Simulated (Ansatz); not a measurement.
`O[SiH2][Al]([OH])[OH]` + H₂Se → `[OH][Al]([OH])[SeH]` + silanol  (cleavage of the Al–Si bond)

Gas-phase electronic energies from Ansatz, PBE0-D4/def2-TZVP geometries. CCSD(T)/CBS is the MP2 limit (def2-TZVPP, def2-QZVPP) plus CCSD(T) − MP2 in def2-TZVPP, frozen cores. DFT in def2-TZVPP. B3LYP here is the variant with VWN-RPA as its local correlation; programs differ in this. For Se outer-core shells are correlated without core-valence functions, which leaves a few kJ/mol of doubt a bond. Scalar relativity is left out up to krypton. One conformer a species, not always the lowest.

Q: Is it downhill or uphill in electronic energy at CCSD(T)/CBS, and by how much? (An estimate is asked.)

A: The calculation gave: Downhill: ΔE = -119.4 kJ/mol.

Q: What do these levels give: B3LYP-D4, ωB97M-V, PBE, r2SCAN, B3LYP, SCS-MP2/def2-TZVPP, CCSD/def2-TZVPP, HF/def2-QZVPP, MP2/def2-QZVPP, SCS-MP2/def2-QZVPP, HF/CBS(def2), MP2/CBS(def2)? (An estimate is asked.)

A: The calculation gave: B3LYP-D4 -111.1, ωB97M-V -118.0, PBE -99.9, r2SCAN -116.7, B3LYP -111.7, SCS-MP2/def2-TZVPP -126.3, CCSD/def2-TZVPP -118.7, HF/def2-QZVPP -132.6, MP2/def2-QZVPP -129.8, SCS-MP2/def2-QZVPP -127.4, HF/CBS(def2) -132.6, MP2/CBS(def2) -130.6 kJ/mol.

Largest T1 diagnostic among the species: 0.013.

From PBE to PBE0 (25 % exact exchange), in def2-TZVPP and without D4, ΔE moves by −8.7 kJ/mol. In def2-TZVPP, CCSD(T) changes the Hartree–Fock value by +15.0 kJ/mol (the triples alone add +1.3 kJ/mol) and MP2 by +3.9 kJ/mol.
